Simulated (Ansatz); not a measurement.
A set of 12 reactions (ligand exchange), with CCSD(T)/CBS values in kJ/mol:

```json
{"reaction": "`CN(C)P` + CH₃NH₂ → `CNP` + `CNC`", "ΔE": "8.4"}
{"reaction": "`[AlH2][SiH2]O[SiH3]` + `NBF` → `FBN[SiH3]` + `O[SiH2][AlH2]`", "ΔE": "60.8"}
{"reaction": "`CSC[SiH2]O` + `[SiH3]CS` → `O[SiH2]SC[SiH3]` + `CSC`", "ΔE": "-58.6"}
{"reaction": "`N[BH][GeH3]` + `[SH][GeH3]` → `NB[S][GeH3]` + GeH₄", "ΔE": "-70.8"}
{"reaction": "`B[SiH](N)[SiH2]F` + `O[SiH](F)F` → `F[SiH2]O[SiH](F)F` + `B[SiH2]N`", "ΔE": "-133.8"}
{"reaction": "`C=[CH][Al]([Cl])[Cl]` + CH₃SH → `C[S][Al]([Cl])[Cl]` + `C=C`", "ΔE": "-93.7"}
{"reaction": "`CC(F)[SiH2][SiH3]` + `OCS` → `OCS[SiH3]` + `CC(F)[SiH3]`", "ΔE": "-58.6"}
{"reaction": "`NC(S)[SiH2]Cl` + `NC[SiH3]` → `[SiH3]CN[SiH2]Cl` + `NCS`", "ΔE": "-68.8"}
{"reaction": "`C=CS[Si](F)(F)F` + CH₃NH₂ → `CN[Si](F)(F)F` + `C=CS`", "ΔE": "-23.6"}
{"reaction": "`FBO[SiH3]` + `O[SiH2][SiH3]` → `FBO[SiH2][SiH3]` + `O[SiH3]`", "ΔE": "-3.1"}
{"reaction": "`CC(=S)[O][GeH3]` + `NCS` → `NC[S][GeH3]` + `CC(O)=S`", "ΔE": "-58.0"}
{"reaction": "`[CH3][SnH2][CH2][SiH3]` + `NBO` → `NBO[SiH3]` + `[CH3][SnH2][CH3]`", "ΔE": "-81.7"}
```

Program: Ansatz. Geometries: PBE0-D4/def2-TZVP. ΔE: electronic, gas phase. CCSD(T)/CBS is the MP2 limit (def2-TZVPP, def2-QZVPP) plus CCSD(T) − MP2 in def2-TZVPP, frozen cores. This one scheme is used for every species. DFT in def2-TZVPP. B3LYP here is the variant with VWN-RPA as its local correlation; programs differ in this. def2 core potentials past Kr. For Ge, Sn outer-core shells are correlated without core-valence functions, which leaves a few kJ/mol of doubt a bond. Scalar relativity is left out up to krypton. One conformer a species, not always the lowest.

Task: Give the mean, mean absolute and largest difference (level minus CCSD(T)/CBS, kJ/mol) for: PBE-D4, PBE0-D4, ωB97X-V, ωB97M-V, PBE, r2SCAN, B3LYP, HF/def2-TZVPP, CCSD/def2-TZVPP, MP2/def2-QZVPP, SCS-MP2/def2-QZVPP, HF/CBS(def2), MP2/CBS(def2), CCSD/CBS(def2). (Estimate.)

Result: Ansatz gave: 
```
             level  mean  mean absolute  largest
            PBE-D4   4.5            7.0     33.4
           PBE0-D4   2.1            5.1     21.3
           ωB97X-V   0.4            1.8      4.7
           ωB97M-V  -0.5            1.6      4.2
               PBE   3.9            6.9     32.0
            r2SCAN  -0.5            2.6      9.6
             B3LYP  -0.9            4.3    -10.8
     HF/def2-TZVPP  -7.2           11.3    -30.9
   CCSD/def2-TZVPP  -0.4            3.1     -5.8
    MP2/def2-QZVPP  -2.1            2.9     -8.3
SCS-MP2/def2-QZVPP  -2.4            4.0    -12.3
      HF/CBS(def2)  -7.4           12.5    -34.7
     MP2/CBS(def2)  -2.3            3.1     -9.3
    CCSD/CBS(def2)  -0.8            1.9     -4.7
```

The largest T1 diagnostic in the set is 0.017, for `CC(O)=S` (customary mark 0.02).

CCSD(T)/CBS is a level of theory with its own doubt, and the functionals carry their triple-zeta basis error, so these figures describe this set and don't rank the functionals.
